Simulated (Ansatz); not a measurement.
Cost and result for the atomization energy of `CCCCc1ccccc1` (24 atoms, 24 bonds).

```xyz
24

C     3.4391    0.6440   -0.4481
C     2.2656    1.5598   -0.7561
C     0.9506    1.1180   -0.1285
C     0.4210   -0.2108   -0.6655
C    -0.9002   -0.5802   -0.0599
C    -0.9638   -1.3309    1.1103
C    -2.1819   -1.6349    1.6983
C    -3.3628   -1.1913    1.1222
C    -3.3142   -0.4437   -0.0450
C    -2.0930   -0.1425   -0.6278
H     3.2942   -0.3580   -0.8585
H     4.3676    1.0362   -0.8692
H     3.5823    0.5412    0.6317
H     2.4981    2.5702   -0.4041
H     2.1373    1.6400   -1.8421
H     1.0687    1.0405    0.9589
H     0.1898    1.8877   -0.2955
H     0.3206   -0.1406   -1.7541
H     1.1444   -1.0064   -0.4666
H    -0.0433   -1.6853    1.5639
H    -2.2093   -2.2246    2.6078
H    -4.3165   -1.4308    1.5781
H    -4.2321   -0.0970   -0.5065
H    -2.0625    0.4395   -1.5439
```

Total charge 0; spin multiplicity 1. The structure was optimised at the PBE0-D4/def2-TZVP level. It is one conformer, not always the lowest. Program: Ansatz. All runs use 6 threads of an AMD EPYC 7R13 on a shared host and a share of an NVIDIA H100 80 GB. Times are those of one run each, without the atoms' runs, and a repeat can differ threefold. Electronic energies, without spin–orbit coupling; frozen cores. CCSD(T)/CBS adds CCSD(T) − MP2 in def2-TZVPP to the MP2 limit, and its time is that of the two runs behind it. T1 = 0.010; the RHF reference is unstable towards UHF. B3LYP takes the VWN-RPA correlation (the form of Gaussian; ORCA's B3LYP/G).

CCSD(T)/CBS is a level of theory with its own doubt, some kJ/mol a heavy atom from the limit and from the frozen cores, so smaller differences don't rank the functionals.

```csv
level,functions,wall time,atomization (kcal/mol),difference from CCSD(T)/CBS,per bond
r2SCAN-D4/def2-TZVPP (with forces),506,2.7 s,2562.0,18.6,0.8
ωB97X-V/def2-TZVPP,506,3.1 s,2549.2,5.8,0.2
PBE-D4/def2-TZVPP (with forces),506,3.1 s,2619.7,76.3,3.2
B3LYP-D4/def2-TZVPP (with forces),506,3.1 s,2553.0,9.6,0.4
PBE0-D4/def2-TZVPP,506,3.7 s,2583.1,39.7,1.7
ωB97M-V/def2-TZVPP (with forces),506,4.1 s,2554.8,11.4,0.5
B2PLYP/def2-TZVPP,506,4.7 s,2528.4,-15.0,-0.6
MP2/def2-QZVPP,990,8.5 s,2570.6,27.2,1.1
CCSD(T)/def2-TZVPP,506,31 s,2489.3,-54.1,-2.3
CCSD(T)/CBS(def2),–,40 s,2543.4,0.0,0.0
```

In def2-TZVPP, CCSD(T) changes the Hartree–Fock value by +569.7 kcal/mol (the triples alone add +38.9 kcal/mol) and MP2 by +619.3 kcal/mol; breaking electron pairs costs correlation energy, which Hartree–Fock lacks. From PBE to PBE0 (25 % exact exchange), in def2-TZVPP and without D4, the atomization energy moves by −34.4 kcal/mol: exact exchange takes away binding that semilocal exchange gives to molecules. The D4 term adds +23.1 kcal/mol with B3LYP and +12.4 kcal/mol with PBE0; it sums over pairs of atoms, weighted by their polarisabilities, and B3LYP, whose exchange is more repulsive, gets the larger term.
